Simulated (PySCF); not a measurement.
# Exercise with solution: chemical shift, span and skew from a shielding tensor

B(F)2(OAc) (C2H3BF2O2), SMILES FB(OC(C)=O)F. Atoms are numbered in the order given.

```xyz
10

B      0.7202     0.2339     0.9612
F      0.3205    -0.7820     1.6986
F      1.5415     1.1251     1.4854
O      0.3847     0.3742    -0.3608
C     -0.7496    -0.1638    -0.9257
C     -0.5994    -0.2957    -2.4143
O     -1.7124    -0.4403    -0.2755
H     -1.5300    -0.6810    -2.8468
H      0.2368    -0.9752    -2.6390
H     -0.3507     0.6850    -2.8463
```
Charge 0, spin multiplicity 1.

Geometry: ωB97X-D3(BJ)/def2-SVP. One conformer was computed; it need not be the lowest.

GIAO shieldings from PBE/pcSseg-1 run with PySCF, non-relativistic, no solvent. The symmetric part of the tensor of C5 has the principal values -101.1, 59.1, 77.0 ppm. The same nucleus in TMS has σ = 182.0 ppm at this level (PySCF, at its B3LYP-D3(BJ)/def2-TZVP geometry).

Question: Work out the isotropic shielding, the ¹³C shift against TMS, the span and the skew.

Answer: 
σ(iso) = (σ11 + σ22 + σ33)/3 = 11.7 ppm. δ = σ(ref) − σ(iso) = 182.0 − (11.7) = 170.3 ppm.
Span Ω = σ33 − σ11 = 178.1 ppm. Skew κ = 3(σ(iso) − σ22)/Ω = -0.80. Tumbling in solution averages the tensor to δ; in a static solid the shielding alone would spread this spin-1/2 line over Ω.
